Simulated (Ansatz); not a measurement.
BrCl3Ge (`[Cl][Ge]([Cl])([Cl])[Br]`), relaxed with RKS PBE-D4/def2-SVP in Ansatz 0.2.0 from a rough embedded geometry. The force threshold is 0.03 eV/Å; the program also tests the step.

Total charge 0; spin multiplicity 1.

Start:

```xyz
5

Cl    0.259   -1.384    1.667
Ge   -0.026   -0.026    0.014
Cl    0.797   -0.938   -1.737
Cl   -2.076    0.346   -0.355
Br    1.046    2.002    0.411
```

```
step   energy (eV)  largest force (eV/Å)  largest move (Å)
   1  -164075.6577                 0.604             0.000
   2  -164075.6827                 0.088             0.054
   3  -164075.6836                 0.019             0.009
```

End:

```xyz
5

Cl    0.235   -1.348    1.668
Ge   -0.010   -0.017   -0.005
Cl    0.827   -0.935   -1.760
Cl   -2.108    0.329   -0.323
Br    1.057    1.972    0.420
```

Hardware: 4 threads of an Arm Neoverse V2 on a shared host. Wall time 4.9 s, peak host memory 0.19 GiB.
